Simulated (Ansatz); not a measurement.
Total energies of BMe2Cl (C2H6BCl) from Ansatz at PBE-D4/def2-TZVP, gas phase (1 Eh = 27.2114 eV = 2625.5 kJ/mol). The reference geometry is relaxed at PBE-D4/def2-SVP.

```xyz
10

B    -0.3512    0.0827   -0.3980
C    -0.6727    0.6863    1.0140
H    -0.1669    1.6796    1.0605
H    -0.2395    0.0885    1.8421
H    -1.7486    0.8682    1.2004
C     0.9405   -0.7512   -0.7102
H     0.7142   -1.8077   -0.4328
H     1.8025   -0.4528   -0.0787
H     1.2365   -0.7574   -1.7768
Cl   -1.5149    0.3637   -1.7203
```

| state | geometry | energy (Eh) |
| --- | --- | --- |
| charge 0 singlet | reference | -564.63896 |
| charge 1 doublet | reference | -564.26487 |
| free B atom (doublet) | – | -24.61008 |
| free C atom (triplet) | – | -37.79597 |
| free H atom (doublet) | – | -0.49962 |
| free Cl atom (doublet) | – | -459.95840 |

**Question.** Work out the vertical ionisation energy to the doublet.

**Answer.** E(charge 1 doublet) − E(charge 0 singlet) = -564.26487 − (-564.63896) = 0.37409 Eh = 10.18 eV. For comparison, −ε of the highest occupied level is 6.91 eV at this level, 3.27 eV less.

**Question.** What is the binding energy per atom against free atoms?

**Answer.** Atoms: 1 × (-24.61008) + 2 × (-37.79597) + 6 × (-0.49962) + 1 × (-459.95840) = -563.15814 Eh. Binding: -563.15814 − (-564.63896) = 1.48082 Eh = 40.30 eV, or 4.03 eV for each of 10 atoms (no zero-point energy, no counterpoise term).
